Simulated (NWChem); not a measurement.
Species: NH$_{3}$SeO; SMILES O[Se]N

```xyz
6

Se     0.4081     0.0040    -0.0059
O     -0.6997    -1.4742    -0.0714
H     -0.8812    -1.7076     0.8551
N     -0.6955     1.4668    -0.0072
H     -1.2782     1.5499     0.8209
H     -1.2514     1.5496    -0.8538
```
Atoms are numbered in this order, from 1.

Results from NWChem. Geometry: optimised at B3LYP/6-31G* (spherical d). Hybrids' shares of exact exchange are those that their runs print; pure functionals count as 0. The functionals differ in more than this share.

| row | share of exact exchange | highest occupied level (eV) |
|---|---|---|
| PBE/def2-TZVP | 0.00 | -5.29 |
| OLYP/def2-TZVP | 0.00 | -5.14 |
| TPSSh/def2-TZVP | 0.10 | -5.92 |
| B3LYP/def2-TZVP | 0.20 | -6.34 |
| BHandHLYP/def2-TZVP | 0.50 | withheld |

Q: Fit a straight line of the last column on the one before it, predict the withheld value, and compare with the run.

A: 
1. Means of the 4 shown rows: x = 0.075, y = -5.673. Slope Σ(x − x̄)(y − ȳ)/Σ(x − x̄)² = -0.1583/0.02750 = -5.755; intercept -5.241.
2. The shown rows scatter about the line by 0.081 (root mean square); the largest residual is -0.10, at TPSSh/def2-TZVP.
3. At x = 0.50 (BHandHLYP/def2-TZVP; beyond the shown range) the line gives -8.12.
4. The run gives -7.71, +0.41 from the line, 5.1 times the scatter.
